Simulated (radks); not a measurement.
Results of a calculation; reference values are marked as such.
Charge is removed step by step from the 5s level of Sn+, starting from [Kr] 4d10 5s2 5p1. Level of theory: scalar-relativistic Kohn-Sham, BLYP, spin-unpolarised, spherical densities, finite nucleus; Fermi nuclear charge, rms radius 4.6519 fm (a radial shooting solver on a logarithmic mesh with Libxc functionals).

| removed (e) | E - E(0) (eV) | eigenvalue (eV) | E minus straight line (eV) |
|---|---|---|---|
| 0 | 0.000 | -17.775 | 0.000 |
| 0.1 | 1.821 | -18.663 | -0.412 |
| 0.2 | 3.732 | -19.560 | -0.734 |
| 0.3 | 5.733 | -20.466 | -0.966 |
| 0.4 | 7.825 | -21.380 | -1.107 |
| 0.5 | 10.009 | -22.302 | -1.157 |
| 0.6 | 12.285 | -23.231 | -1.113 |
| 0.7 | 14.654 | -24.169 | -0.977 |
| 0.8 | 17.118 | -25.113 | -0.746 |
| 0.9 | 19.676 | -26.065 | -0.421 |
| 1 | 22.330 | -27.024 | 0.000 |

Removing the whole electron costs 22.330 eV by Delta-SCF, against 17.775 eV from minus the eigenvalue at the starting occupation. Slater's transition state (half an electron removed) gives 22.302 eV. Integrating minus the eigenvalue over the occupation (Janak's theorem) gives 22.334 eV. In this scalar-relativistic scheme the density is built from large components alone, so the theorem holds only approximately. The mean slope of the eigenvalue, de/dn, is 9.25 eV per electron.
